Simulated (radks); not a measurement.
Initial-state core-level shifts of neutral magnesium when its valence configuration changes from [Ne] 3s2. Method: non-relativistic Kohn-Sham, TPSS, spin-polarised, spherical densities, point nucleus; open shells are filled with parallel spins first; meta-GGA in the generalised Kohn-Sham scheme; computed with a radial shooting solver on a logarithmic mesh with Libxc functionals. Shifts are changes of the shell-averaged eigenvalues in eV (positive: less bound); the change of the density at the nucleus, which sets a Mossbauer isomer shift, is in e/bohr^3, on a base of 1095.

valence          1s      2s      2p  density at nucleus
3p2          -3.621  -3.533  -3.516             -2.8247
3s1 3p1      -1.624  -1.589  -1.583             -1.2961
3s1.5 3p0.5  -0.953  -0.932  -0.929             -0.6276
3s0.5 3p1.5  -2.629  -2.569  -2.558             -2.0619
